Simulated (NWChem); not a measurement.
CH$_{5}$ClOSi; SMILES O[SiH](Cl)C

```xyz
9

Si    -0.0635    -0.4005     0.3890
C      1.4328    -1.2729    -0.2657
O     -1.3912    -1.0893    -0.3227
Cl     0.0363     1.6171    -0.1082
H     -0.1673    -0.4395     1.8751
H      1.3985    -2.3419    -0.0042
H      2.3522    -0.8383     0.1541
H      1.4742    -1.1841    -1.3618
H     -2.2532    -0.7284    -0.0952
```
Atoms are numbered in this order, from 1.

All runs: NWChem. All runs use the structure optimised with PBE0/def2-SVP. Ions are spin-unrestricted doublets at the neutral geometry; other ion states weren't tried.

Q: Predict the results for PBE/def2-SVP. Quantities: vertical ionisation energy, ΔSCF (eV); −ε(HOMO) (eV).

A: The vertical ionisation energy, ΔSCF (eV) is 10.17 and the −ε(HOMO) (eV) is 7.01.
